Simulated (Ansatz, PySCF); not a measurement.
CH₇GeNOSi, SMILES [OH][Ge@@H]1[NH]C[SiH2]1. Atoms are numbered in the order given.

```xyz
12

O      1.7541     0.2680    -1.2577
Ge     0.7420     0.0785     0.2207
N     -0.4222    -1.3612     0.1731
C     -1.7680    -0.8692    -0.1506
Si    -1.4463     1.0211     0.0739
H      2.6769     0.0209    -1.1136
H      1.7331     0.0251     1.4125
H     -0.2267    -2.3478     0.0243
H     -2.0993    -1.0961    -1.1837
H     -2.5467    -1.2557     0.5347
H     -1.7926     1.8826    -1.0923
H     -2.0374     1.6093     1.3110
```

Geometry optimised at B3LYP-D3(BJ)/def2-SVP. The structure was generated by enumeration; whether it is a known compound was not checked. One conformer was computed; it need not be the lowest.

Two levels are set side by side: PBE-D3(BJ)/def2-SVP (Ansatz, a program for electronic structure) and B3LYP-D3(BJ)/def2-SVP (Ansatz). Each level has its own optimised geometry; the coordinates shown are those of the second. Frequencies come from the Hessian of PySCF at each geometry. Differences are taken from unrounded values.

```
quantity                            B3LYP-D3(BJ)
----------------------------------  ------------
mean bond length (Å)                       1.514
bond O1–Ge2 (Å)                            1.802
bond Ge2–N3 (Å)                            1.852
bond Ge2–Si5 (Å)                           2.387
bond N3–C4 (Å)                             1.469
bond C4–Si5 (Å)                            1.931
bond O1–H6 (Å)                             0.966
bond Ge2–H7 (Å)                            1.551
bond N3–H8 (Å)                             1.017
bond C4–H9 (Å)                             1.108
bond C4–H10 (Å)                            1.107
bond Si5–H11 (Å)                           1.491
bond Si5–H12 (Å)                           1.492
highest harmonic wavenumber (cm⁻¹)          3838
mean harmonic wavenumber (cm⁻¹)             1189
zero-point energy (kcal/mol)               51.00
```

**Question.** What does PBE-D3(BJ) give, and how far is it from B3LYP-D3(BJ)? (An estimate is asked for; the answer gives what the named calculation found.)

**Answer.** 
```
quantity                            PBE-D3(BJ)  PBE-D3(BJ) minus B3LYP-D3(BJ)
----------------------------------  ----------  -----------------------------
mean bond length (Å)                     1.523                          0.009
bond O1–Ge2 (Å)                          1.816                          0.014
bond Ge2–N3 (Å)                          1.859                          0.007
bond Ge2–Si5 (Å)                         2.393                          0.005
bond N3–C4 (Å)                           1.468                         -0.001
bond C4–Si5 (Å)                          1.936                          0.005
bond O1–H6 (Å)                           0.975                          0.009
bond Ge2–H7 (Å)                          1.563                          0.012
bond N3–H8 (Å)                           1.025                          0.008
bond C4–H9 (Å)                           1.117                          0.009
bond C4–H10 (Å)                          1.116                          0.009
bond Si5–H11 (Å)                         1.505                          0.014
bond Si5–H12 (Å)                         1.506                          0.014
highest harmonic wavenumber (cm⁻¹)        3727                           -111
mean harmonic wavenumber (cm⁻¹)           1153                            -36
zero-point energy (kcal/mol)             49.45                          -1.54
```

GGA bonds tend to be longer and softer than those of functionals with exact exchange. Differences between two approximate levels are no errors against the true value.
